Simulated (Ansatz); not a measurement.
Ansatz (a program for electronic structure) input (RI-MP2/cc-pVQZ):
A basis named .json is the Basis Set Exchange file of that set.

Ansatz 0.2 input:
```yaml
crystal:
  periodic: [false, false, false]
  atoms:
    - {symbol: Ga, position_ang: [0.18369121, 0.52465110, 0.34536702]}
    - {symbol: Br, position_ang: [2.13371611, -0.48025914, -0.77141374]}
    - {symbol: Br, position_ang: [-0.83212075, -1.15491298, 1.83090783]}
    - {symbol: Br, position_ang: [-1.46429329, 1.17048115, -1.36539060]}
basis:
  gaussian:
    orbitals: cc-pVQZ
    fitting: {mean_field: def2-universal-jkfit, correlation: cc-pVQZ-RIFIT.json}
total_charge: -1
magnetization: {spin_polarized: true, initial_magnetization: 1}
correlation: {method: mp2, electrons: outside_noble_gas}
```

End of the output:

```
integrals: 0.70 GiB planned
1064 factors; integrals over basis functions are off by at most 3.4e-1 eV
904 factors; integrals over basis functions are off by at most 1.3e2 eV
mean field: 2.64 GiB planned
mean field evaluation 1: about -262342.0155 eV, gradient 1.1e1 eV
mean field evaluation 2: about -262342.9073 eV, gradient 7.2e0 eV
mean field evaluation 4: about -262343.2820 eV, gradient 1.0e0 eV
mean field evaluation 8: about -262343.3139 eV, gradient 1.2e-6 eV
mean field -262343.31393431 eV, -9640.9389644010 hartree, gradient 1.2e-6 eV, S^2 0.757285; 0 other end points of the search recorded, 0 dependent functions left out
56 core orbitals not correlated
reference -262343.31393431 eV, -9640.9389644010 hartree; 13, 12 occupied and 203, 204 virtual orbitals, 904 factors
second order -16.45168940 eV of doubles, -0.00000000 eV of singles
Total energy: -262359.76562371 eV, -9641.5435528350 hartree
```
